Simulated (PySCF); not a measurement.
Zn(Br)(SH) (BrHSZn), SMILES [SH][Zn][Br]. Atoms are numbered in the order given.

```xyz
4

Zn    -0.0206     0.5038     0.0000
Br     0.0094    -1.7327     0.0000
S     -0.0624     2.6735     0.0000
H      1.2883     2.7546     0.0000
```

Coordinates come from a PBE0-D3(BJ)/def2-SVP optimisation. Other conformers were not sampled.

Computed with PySCF with PBE0/pcSseg-1.

GIAO shieldings, no solvent; atoms alike by connectivity are averaged. δ = σ(ref) − σ: ³³S against H2S (σ = 716.7 ppm); ¹H against TMS (σ = 31.56 ppm), references at their B3LYP-D3(BJ)/def2-TZVP geometries, non-relativistic (without spin–orbit terms, shifts of atoms bonded to Cl or Br come out too high).

Question: Estimate the chemical shifts. (An estimate is asked for; the answer gives what the named calculation found.)

Answer: 
| nucleus | atoms | count | δ (ppm) |
|---|---|---|---|
| ³³S | S3 | 1 | -76.1 |
| ¹H | H4 | 1 | 0.28 |
